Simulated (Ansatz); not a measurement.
Zr(OEt)(H)3 (C₂H₈OZr), SMILES [O]([ZrH3])CC, multiplicity 1.

The structure is a stationary point at B3LYP-D3(BJ)/def2-SVP. The spin state was assumed, not searched. The def2 effective core potentials stand for the cores of Zr; spin–orbit coupling is left out. Other conformers were not sampled.

Two levels are set side by side: PBE/def2-SVPD (Ansatz, a program for electronic structure) and PBE0/def2-SVPD (Ansatz). Energy differences of separate SCF runs at the same geometry; the states with an electron removed or added have multiplicity 2 and 2. Differences are taken from unrounded values.

```
quantity                           PBE0
---------------------------------  ----
vertical ionisation energy (eV)    9.88
vertical singlet–triplet gap (eV)  3.92
```

### Question
What does PBE give, and how far is it from PBE0? (The exact figures need the calculation; the answer reports its results.)

### Answer

```csv
quantity,PBE,PBE minus PBE0
vertical ionisation energy (eV),9.38,-0.50
vertical singlet–triplet gap (eV),3.69,-0.23
```
